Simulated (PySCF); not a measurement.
TeO: frontier orbitals

r²SCAN at R = 1.856 Å; Te cc-pVDZ-PP with ECP28, O cc-pVDZ; scalar-relativistic core potentials (PySCF 2.14). State: ³Σ⁻ (triplet), unpaired electrons π ↑↑. Only the outer orbitals are listed, counted within each symmetry, core potentials removing the inner ones.

```tsv
spin	orbital	occ.	ε (eV)	on Te (%)	main shells (%)
α	5σ	1	-25.54	12	85 O s
α	6σ	1	-16.11	86	84 Te s, 9 O s
α	7σ	1	-9.57	34	62 O p, 29 Te p
α	3π	1	-9.33	31	69 O p, 30 Te p
α	3π	1	-9.33	31	69 O p, 30 Te p
α	4π	1	-6.01	72	70 Te p, 28 O p
α	4π	1	-6.01	72	70 Te p, 28 O p
α	8σ	0	-1.83	83	70 Te p, 20 O p, 9 Te d
α	9σ	0	6.22	100	98 Te s
α	2δ	0	8.41	100	100 Te d
β	5σ	1	-24.18	17	80 O s, 10 Te s
β	6σ	1	-14.93	82	80 Te s, 12 O s
β	7σ	1	-8.89	37	58 O p, 31 Te p
β	3π	1	-7.74	42	58 O p, 40 Te p
β	3π	1	-7.74	42	58 O p, 40 Te p
β	4π	0	-4.10	62	60 Te p, 38 O p
β	4π	0	-4.10	62	60 Te p, 38 O p
β	8σ	0	-1.09	80	66 Te p, 22 O p, 10 Te d
```

Question: Which are the highest filled and the lowest empty level, where do they sit, and how wide is the gap?

Answer: Highest filled α 4π at -6.01 eV (in %: 70 Te p, 28 O p); lowest empty β 4π at -4.10 eV (in %: 60 Te p, 38 O p); the gap at r²SCAN is 1.91 eV. Both belong to one degenerate shell, split only by its one-sided filling, so this is no excitation gap.

The bond order (Mayer) is 1.93, the ⟨S²⟩ is 2.008 and the charge on Te (Mulliken, basis-dependent) is 0.43. The charge on Te (Löwdin, basis-dependent) is 0.47 and the dipole moment (positive dipole means Te(−)O(+)) is -2.71 D.

Spin–orbit coupling is left out. The state was picked by a PBE0 search and need not be the measured ground state.
